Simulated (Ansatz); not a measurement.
Calculated with Ansatz (gas phase, PBE0-D4/def2-TZVP geometries, no zero-point term in ΔE). CCSD(T)/CBS is the MP2 limit (def2-TZVPP, def2-QZVPP) plus CCSD(T) − MP2 in def2-TZVPP, frozen cores. This one scheme is used for every species. DFT in def2-TZVPP. B3LYP here is the variant with VWN-RPA as its local correlation; programs differ in this. For Ge outer-core shells are correlated without core-valence functions, which leaves a few kJ/mol of doubt a bond. Scalar relativity is left out up to krypton. One conformer a species, not always the lowest.

Reaction (ligand exchange at a Ge–C bond): `F[CH2][GeH2][Cl]` + CH₃OH → `C[O][GeH2][Cl]` + `CF`

```
             level  ΔE (kJ/mol)  difference from CCSD(T)/CBS
           PBE0-D4        -49.5                          6.2
          B3LYP-D4        -56.2                         -0.5
           ωB97M-V        -53.5                          2.2
            B2PLYP        -59.3                         -3.6
               PBE        -46.5                          9.2
            r2SCAN        -55.4                          0.3
              PBE0        -49.0                          6.7
             B3LYP        -55.3                          0.4
     HF/def2-TZVPP        -69.3                        -13.6
    MP2/def2-TZVPP        -61.1                         -5.4
SCS-MP2/def2-TZVPP        -63.6                         -7.9
   CCSD/def2-TZVPP        -58.3                         -2.6
CCSD(T)/def2-TZVPP        -58.2                         -2.5
    MP2/def2-QZVPP        -60.0                         -4.3
SCS-MP2/def2-QZVPP        -62.6                         -6.9
    CCSD/CBS(def2)        -55.8                         -0.1
       CCSD(T)/CBS        -55.7                            0
```

Largest T1 diagnostic among the species: 0.011.

In def2-TZVPP, CCSD(T) changes the Hartree–Fock value by +11.2 kJ/mol (the triples alone add +0.1 kJ/mol) and MP2 by +8.2 kJ/mol.
